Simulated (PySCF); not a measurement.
**Electronic structure of Lu⁺ (lutetium, charge +1) at the UHF level**

Configuration: [Xe] 4f14 6s2, closed-shell 1S. All numbers are calculated (PySCF 2.14, the spin-free X2C one-electron Hamiltonian (Gaussian nucleus), in ANO-RCC-VTZP (8s7p5d3f2g1h, 104 functions)).

```
Total energy                        : -14557.655899 hartree
One-electron energy                 : -19974.7184 hartree
Hartree (Coulomb) energy            : 5717.2999 hartree
Exchange energy                     : -300.2375 hartree
⟨S²⟩                                : 0.0000
⟨L²⟩                                : 0.000
Sum of ⟨r⟩                          : 41.15 bohr
Sum of ⟨r²⟩                         : 58.42 bohr²
Langevin diamagnetic susceptibility : -46.3 ×10⁻⁶ cm³/mol
```

| shell | electrons | mean orbital energy (hartree) | rms radius, mean of both spins (bohr) |
| --- | --- | --- | --- |
| 1s | 2 | -2338.79103 | 0.0219 |
| 2s | 2 | -403.34151 | 0.0885 |
| 2p | 6 | -355.65359 | 0.0801 |
| 3s | 2 | -93.79646 | 0.227 |
| 3p | 6 | -79.15408 | 0.228 |
| 3d | 10 | -61.06328 | 0.208 |
| 4s | 2 | -20.01684 | 0.509 |
| 4p | 6 | -15.10284 | 0.541 |
| 4d | 10 | -8.48442 | 0.592 |
| 5s | 2 | -3.03601 | 1.26 |
| 5p | 6 | -1.76148 | 1.49 |
| 4f | 14 | -1.15589 | 0.795 |
| 6s | 2 | -0.46904 | 3.64 |

Spin-orbit coupling, which splits the p, d and f shells strongly at this Z, is absent.

Densities and radii are taken from the X2C orbitals without a picture-change correction, which distorts them close to the nucleus.
